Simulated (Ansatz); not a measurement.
Species: C$_{2}$HClF$_{2}$, charge 0, singlet. C2HClF2 (SMILES FC(F)=CCl).
B3LYP-D3(BJ)/def2-TZVP minimum from Ansatz (an electronic-structure program):
```xyz
6

C      0.4934    -0.5969     0.0116
C     -0.7993    -0.3316     0.0744
F     -1.7238    -1.2674     0.2000
F     -1.3440     0.8633     0.0232
Cl     1.6824     0.6366    -0.1521
H      0.8441    -1.6141     0.0623
```
Charge 0, spin multiplicity 1.

Property: atomisation energy (electronic, to ground-state atoms), in kcal/mol. Radicals and triplets start from unrestricted determinants; spin-orbit coupling is neglected. CBS(X,Y): correlation extrapolated as X^-3, Hartree-Fock from the larger set. A bracket is a step between two methods taken in the basis named. Functionals run without relativity, which enters their misses. Double hybrids freeze cores in their MP2 part. 'core' is core correlation in cc-pwCVTZ (1s frozen past Ne), 'X2C' scalar relativity in cc-pVTZ-DK, both at CCSD(T). For partners of very few electrons the exact lower level stands in for a higher one.

CCSD(T)/CBS(cc-pV(T+d)Z,cc-pV(Q+d)Z) + [CCSDT(Q) - CCSD(T)]/cc-pV(D+d)Z + core + X2C (Ansatz) gives 560.1 kcal/mol.

Task: What does PBE/def2-TZVPD (Ansatz) give here, and how do the other levels compare?

Result: PBE gives 589.2 kcal/mol, 29.1 kcal/mol above it. Differences of the others: B3LYP/def2-TZVPD (Ansatz) -8.3; wB97M-V/def2-TZVPD (Ansatz) 1.7; B2PLYP/def2-TZVPD (Ansatz) -8.3; CCSD(T)/CBS(cc-pV(T+d)Z,cc-pV(Q+d)Z) + core + X2C (Ansatz) -0.9 kcal/mol. Nearer than PBE: B3LYP/def2-TZVPD, wB97M-V/def2-TZVPD, B2PLYP/def2-TZVPD, CCSD(T)/CBS(cc-pV(T+d)Z,cc-pV(Q+d)Z) + core + X2C.
